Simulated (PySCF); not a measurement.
A geometry optimisation, step by step.

SbMe2H, C2H7Sb.
Bonds: Sb1–C2, Sb1–C6. Hydrogens: H10 on Sb1; H3, H4, H5 on C2; H7, H8, H9 on C6.

Method: PySCF, PBE0-D3(BJ)/def2-SVP geometry optimisation, gas phase, def2 core potentials past Kr; density fitting, grid level 1; the optimiser is geomeTRIC in internal coordinates, started from a GFN2-xTB structure with every atom displaced at random (about 0.03 Å). The frame can shift and turn from step to step; on so coarse a grid that alone can change the energy by a few meV, and forces under 0.02 eV/Å are noise.

Step 0: E = -8721.1423 eV, largest atomic force 2.723 eV/Å
```
atom  x, y, z in Å  |  force x, y, z in eV/Å
Sb1    -0.283   -0.673    1.160   -1.006   1.185  -0.070
C2      1.460   -0.612   -0.028    0.227  -0.896  -0.121
H3      2.021    0.255    0.220    0.929   1.003   0.692
H4      1.339   -0.547   -1.089   -0.672  -0.045  -1.096
H5      2.036   -1.519    0.150    0.398  -0.150   0.248
C6     -1.260    1.006   -0.019    2.676  -0.360   0.354
H7     -2.288    1.009    0.166   -2.116  -0.066   0.243
H8     -1.016    0.848   -1.083   -0.142   0.063   0.195
H9     -0.830    1.961    0.344   -0.060  -0.247  -0.183
H10    -1.055   -1.805    0.184   -0.234  -0.487  -0.262
```

Step 1: E = -8721.3715 eV, largest atomic force 0.395 eV/Å
```
atom  x, y, z in Å  |  force x, y, z in eV/Å
Sb1    -0.345   -0.605    1.127    0.131  -0.360  -0.093
C2      1.504   -0.609   -0.044    0.029  -0.026  -0.101
H3      2.103    0.275    0.227   -0.036  -0.050   0.082
H4      1.333   -0.582   -1.132   -0.169  -0.003   0.106
H5      2.088   -1.513    0.187   -0.015   0.043   0.066
C6     -1.254    0.995    0.005    0.092   0.059   0.074
H7     -2.338    1.002    0.184    0.014   0.039  -0.096
H8     -1.021    0.835   -1.054   -0.145   0.124  -0.098
H9     -0.818    1.943    0.349   -0.058   0.060  -0.067
H10    -1.126   -1.818    0.156    0.157   0.113   0.126
```

Step 2: E = -8721.3890 eV, largest atomic force 0.224 eV/Å
```
atom  x, y, z in Å  |  force x, y, z in eV/Å
Sb1    -0.327   -0.624    1.123   -0.097   0.109  -0.064
C2      1.508   -0.623   -0.041    0.099   0.056  -0.094
H3      2.102    0.263    0.236   -0.058  -0.084  -0.021
H4      1.303   -0.597   -1.124   -0.025   0.005   0.118
H5      2.096   -1.523    0.192   -0.028   0.027   0.006
C6     -1.256    1.010    0.001    0.041  -0.176   0.132
H7     -2.343    1.014    0.179    0.092  -0.005  -0.029
H8     -1.049    0.880   -1.068   -0.049   0.025  -0.062
H9     -0.833    1.963    0.345    0.003   0.026   0.013
H10    -1.076   -1.841    0.161    0.020   0.016  -0.001
```

Step 3: E = -8721.3916 eV, largest atomic force 0.073 eV/Å
```
atom  x, y, z in Å  |  force x, y, z in eV/Å
Sb1    -0.328   -0.620    1.122   -0.034   0.024   0.058
C2      1.503   -0.620   -0.042    0.070   0.015  -0.014
H3      2.097    0.264    0.235   -0.009  -0.018  -0.017
H4      1.285   -0.593   -1.118   -0.002   0.004   0.018
H5      2.090   -1.521    0.191   -0.005   0.002  -0.010
C6     -1.247    1.002    0.003    0.004  -0.023  -0.008
H7     -2.332    1.007    0.180    0.014   0.009   0.001
H8     -1.051    0.882   -1.071   -0.018   0.012  -0.005
H9     -0.827    1.958    0.347   -0.004   0.006   0.002
H10    -1.066   -1.836    0.158   -0.016  -0.030  -0.024
```

Step 4: E = -8721.3920 eV, largest atomic force 0.022 eV/Å
```
atom  x, y, z in Å  |  force x, y, z in eV/Å
Sb1    -0.329   -0.620    1.123   -0.005  -0.004  -0.001
C2      1.507   -0.621   -0.042    0.005  -0.002   0.020
H3      2.101    0.262    0.233    0.003   0.008  -0.002
H4      1.286   -0.592   -1.117   -0.004   0.002  -0.013
H5      2.092   -1.522    0.189   -0.003  -0.007  -0.005
C6     -1.248    1.002    0.004    0.012  -0.002  -0.018
H7     -2.331    1.009    0.184   -0.010   0.003   0.011
H8     -1.059    0.885   -1.073   -0.003   0.001   0.006
H9     -0.827    1.959    0.346    0.000  -0.002   0.001
H10    -1.067   -1.839    0.156    0.006   0.002   0.001
```

Q: Summarise the path.

A: The energy falls by 5.76 kcal/mol from step 0 to step 4; nine tenths of that is first reached at step 1. It falls at every step. The largest force goes from 2.723 to 0.022 eV/Å. Among the bonds Sb1–C6 changes most, from 2.272 to 2.174 Å; the atoms move by 0.058 Å rms after alignment.

What follows is the cost of the whole optimisation. The run took 16 s wall on Arm Neoverse V2, one thread, shared host, and the process peaked at 0.34 GiB of memory.
